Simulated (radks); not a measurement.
The nitrogen anion N3-, [Ne], held by a Watson sphere: a shell of charge +3 at radius R that stands for the Madelung well of a crystal (potential energy -3/R inside, -3/r outside, in hartree with lengths in bohr). Method: non-relativistic Kohn-Sham, PBEsol, spin-polarised, spherical densities, point nucleus; computed with a radial shooting solver on a logarithmic mesh with Libxc functionals. Response by self-consistent Sternheimer equations with the Hartree and adiabatic LDA kernel. The sphere does not respond.

R (bohr)	e(1s) (eV)	e(2s) (eV)	e(2p) (eV)	<r> 2p (bohr)	sum of <r^2> (bohr^2)	X-ray form factor at sin(theta)/lambda = 0.3 1/angstrom	alpha (bohr^3)
1.63	-375.02	-20.414	-8.868	1.593	24.19	3.510	13.25
2.16	-376.26	-17.640	-6.949	1.817	31.13	3.212	24.57
2.35	-376.52	-16.856	-6.372	1.895	33.75	3.167	30.48
2.65	-376.76	-15.830	-5.578	2.016	38.09	3.134	42.56
2.88	-376.86	-15.200	-5.059	2.108	41.60	3.128	54.61
3.18	-376.92	-14.549	-4.486	2.229	46.47	3.133	74.80
3.39	-376.93	-14.189	-4.147	2.313	50.10	3.139	92.47
3.6	-376.93	-13.894	-3.851	2.397	53.91	3.145	113.5
3.7	-376.93	-13.773	-3.724	2.436	55.79	3.148	124.7
